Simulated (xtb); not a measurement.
C₄H₆F₂, SMILES C/C(F)=C(\C)F. All values are semi-empirical tight-binding results from xtb (GFN2-xTB unless named), good for trends rather than for accurate numbers. Coordinates come from a GFN2-xTB optimisation.

```yaml
point_group_as_xtb_finds_it: C2
orbital_gap: 4.93 eV
dipole_moment: 4.14 D
zero_point_energy: 56.4 kcal/mol
G − E(el) at 298.15 K (modified RRHO): 36.6 kcal/mol
static polarisability (D4 model): 51.6 bohr³
solvation energy, GFN2-xTB/ALPB(water): -4.8 kcal/mol
solvation energy, GFN2-xTB/ALPB(ether): -6.1 kcal/mol
```

Computed IR lines (harmonic; lines under 4 % of the strongest left out, lines within 3 cm⁻¹ merged):
ν (cm⁻¹): 531 (w), 742 (w), 927 (m), 997 (w), 1040 (m), 1129 (vs), 1204 (vs), 1215 (w), 1398 (w), 1451 (w), 1466 (w), 1763 (w), 3003 (w), 3033 (w), 3085 (w) (against the strongest line: vs over 80 %, s over 45 %, m over 15 %, w over 4 %, vw less)
